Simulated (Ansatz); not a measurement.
**Which is lower?**

The two ends of one reaction step of SiNH$_{8}$OF, singlet (PBE0-D4/def2-TZVP).

A:

| atom | x (Å) | y (Å) | z (Å) |
| --- | --- | --- | --- |
| Si1 | -1.1348 | 0.5306 | -0.5500 |
| N2 | 0.1972 | -0.9311 | -0.6371 |
| H3 | -1.1212 | 0.4283 | -2.0776 |
| H4 | -2.5995 | 0.2906 | -0.3981 |
| H5 | -0.5572 | 1.9030 | -0.4673 |
| H6 | 0.8180 | 0.2836 | 1.7142 |
| F7 | -0.9070 | 0.2574 | 1.1402 |
| H8 | 1.0063 | -0.6761 | -0.0492 |
| O9 | 1.7329 | 0.0146 | 1.5185 |
| H10 | 0.4853 | -1.1205 | -1.5892 |
| H11 | -0.1941 | -1.7784 | -0.2359 |
| H12 | 2.2742 | 0.7982 | 1.6316 |

B:

Si1  (-1.142, 0.559, -1.316)
N2  (-0.241, -0.698, -0.519)
H3  (-0.481, 0.810, -2.621)
H4  (-2.575, 0.242, -1.565)
H5  (-1.068, 1.772, -0.463)
H6  (0.782, -0.390, 2.129)
F7  (-0.036, -0.713, 2.510)
H8  (1.338, -0.104, 0.315)
O9  (1.911, 0.049, 1.101)
H10  (-0.062, -1.529, -1.066)
H11  (-0.580, -0.974, 0.400)
H12  (2.157, 0.977, 1.094)
(Å)

Computed with Ansatz 0.2.0 (basis: def2-TZVPP); correlated methods freeze the cores. B3LYP uses VWN-RPA correlation.

Task: Which structure is lower at CCSD(T), and by how much? (Judge from chemistry; the value comes from the calculation.)

Result: Computed: A, by 9.6 kJ/mol (electronic energy, against the other). By their contacts, A is a complex of SiNH₆F ([NH3][SiH3][F]) + H₂O and B is a complex of SiNH₅ ([NH2][SiH3]) + H₂O + HF.

Task: Do the other methods give the same order? (A judgement: the text doesn't fix the answer.)

Result: By the calculation: Not all: HF gives the other order.

```json
{"method": "SPW92", "E(B) − E(A) (kJ/mol)": "22.4"}
{"method": "PBE-D4", "E(B) − E(A) (kJ/mol)": "10.4"}
{"method": "BLYP-D4", "E(B) − E(A) (kJ/mol)": "5.9"}
{"method": "r2SCAN-D4", "E(B) − E(A) (kJ/mol)": "17.6"}
{"method": "B97M-V", "E(B) − E(A) (kJ/mol)": "25.2"}
{"method": "PBE0-D4", "E(B) − E(A) (kJ/mol)": "11.5"}
{"method": "B3LYP-D4", "E(B) − E(A) (kJ/mol)": "7.9"}
{"method": "r2SCAN0-D4", "E(B) − E(A) (kJ/mol)": "16.6"}
{"method": "BHLYP-D4", "E(B) − E(A) (kJ/mol)": "11.2"}
{"method": "CAM-B3LYP-D4", "E(B) − E(A) (kJ/mol)": "11.4"}
{"method": "wB97X-V", "E(B) − E(A) (kJ/mol)": "14.6"}
{"method": "wB97M-V", "E(B) − E(A) (kJ/mol)": "17.1"}
{"method": "B2PLYP", "E(B) − E(A) (kJ/mol)": "7.4"}
{"method": "PBE-QIDH", "E(B) − E(A) (kJ/mol)": "12.1"}
{"method": "RPA on PBE", "E(B) − E(A) (kJ/mol)": "9.7"}
{"method": "HF", "E(B) − E(A) (kJ/mol)": "-0.1"}
{"method": "MP2", "E(B) − E(A) (kJ/mol)": "8.4"}
{"method": "CCSD", "E(B) − E(A) (kJ/mol)": "8.7"}
{"method": "CCSD(T)", "E(B) − E(A) (kJ/mol)": "9.6"}
```

T1 diagnostic: at most 0.011.

Labels in which every atom is bracketed show which atoms are joined, not bond orders.

For scale, one of the runs: CCSD(T)/def2-TZVPP, 247 basis functions, launched by `ansatz run in.yaml --threads 4 --pin off --events-out ev --progress --plain --max-ram 9574MiB`. Hardware: 4 CPU threads of an Intel Xeon, shared host. Wall time 2.4 min; peak host memory 5.3 GiB.
